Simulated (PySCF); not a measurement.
All values below come from M06-2X/def2-TZVP // B3LYP-D3(BJ)/def2-TZVP (PySCF 2.14.0). All species are isolated molecules in the gas phase. Delta-SCF ions had no search for a lower state. 

Reference species (SMILES): `B` (neutral, multiplicity 1).

HOMO: -11.25 eV
vertical ionisation energy (Delta-SCF): 13.16 eV

Changed species: `BN` (2 of 3 NH2 replaced by H; the reference has 3 of 3 NH2 replaced by H).

### Question
Give the shifts of the HOMO and vertical ionisation energy (Delta-SCF).

### Answer
the HOMO goes up by 1.20 eV, to -10.05 eV; the vertical ionisation energy (Delta-SCF) drops by 1.77 eV, to 11.39 eV.
